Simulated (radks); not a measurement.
Effect of the nuclear size on the argon ion Ar3+, [Ne] 3s2 3p3. Calculated with a radial shooting solver on a logarithmic mesh with Libxc functionals: Dirac Kohn-Sham, PBE, spin-unpolarised, spherical densities, finite nucleus; open shells fill j = l - 1/2 first; Fermi nuclear charge, rms radius 3.4274 fm. The rms radius is varied about that value; shifts are against it.

rms radius (fm) = 2.8105: total energy shift (eV) -0.00611; density at nucleus (e/bohr^3) 4364; 1s1/2 shift (meV) -2.57; 2s1/2 shift (meV) -0.192; 2p1/2 shift (meV) 0.034
rms radius (fm) = 3.1498: total energy shift (eV) -0.00290; density at nucleus (e/bohr^3) 4353; 1s1/2 shift (meV) -1.22; 2s1/2 shift (meV) -0.091; 2p1/2 shift (meV) 0.016
rms radius (fm) = 3.4274: total energy shift (eV) 0; density at nucleus (e/bohr^3) 4345; 1s1/2 shift (meV) 0.000; 2s1/2 shift (meV) 0.000; 2p1/2 shift (meV) 0.000
rms radius (fm) = 3.6365: total energy shift (eV) 0.00234; density at nucleus (e/bohr^3) 4340; 1s1/2 shift (meV) 0.982; 2s1/2 shift (meV) 0.074; 2p1/2 shift (meV) -0.013
rms radius (fm) = 4.274: total energy shift (eV) 0.0103; density at nucleus (e/bohr^3) 4325; 1s1/2 shift (meV) 4.33; 2s1/2 shift (meV) 0.324; 2p1/2 shift (meV) -0.057

Slopes of the eigenvalues against <r^2> in GHz/fm^2, as finite differences over the two radii next to the reference (eigenvalue slopes, not the field-shift constants of lines): 1s1/2 161, 2s1/2 12.1, 2p1/2 -2.12.
